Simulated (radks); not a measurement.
Results of a calculation; reference values are marked as such.
Question: Ionisation of Pb2+, [Hg], to Pb3+, [Xe] 4f14 5d10 6s1, under several functionals. Scalar-relativistic Kohn-Sham, spin-polarised, spherical densities, finite nucleus; open shells are filled with parallel spins first (spin-orbit coupling, left out, can overturn this in heavy ions); a radial shooting solver on a logarithmic mesh with Libxc functionals. The NIST Atomic Spectra Database gives 31.937 eV (measured). Rank these functionals by the error of their Delta-SCF ionisation energy: LDA (Slater exchange, Perdew-Zunger correlation); Wu-Cohen GGA; exchange-only LDA; AM05; BLYP; PBEsol; LDA (Slater exchange, VWN5 correlation); SOGGA; exchange-only r2SCAN.

Answer: From best to worst: SOGGA 32.044 eV (+0.106); AM05 32.162 eV (+0.224); PBEsol 32.188 eV (+0.250); Wu-Cohen GGA 32.207 eV (+0.269); BLYP 32.236 eV (+0.299); LDA (Slater exchange, VWN5 correlation) 32.639 eV (+0.701); LDA (Slater exchange, Perdew-Zunger correlation) 32.656 eV (+0.719); exchange-only LDA 31.177 eV (-0.760); exchange-only r2SCAN 30.614 eV (-1.323).
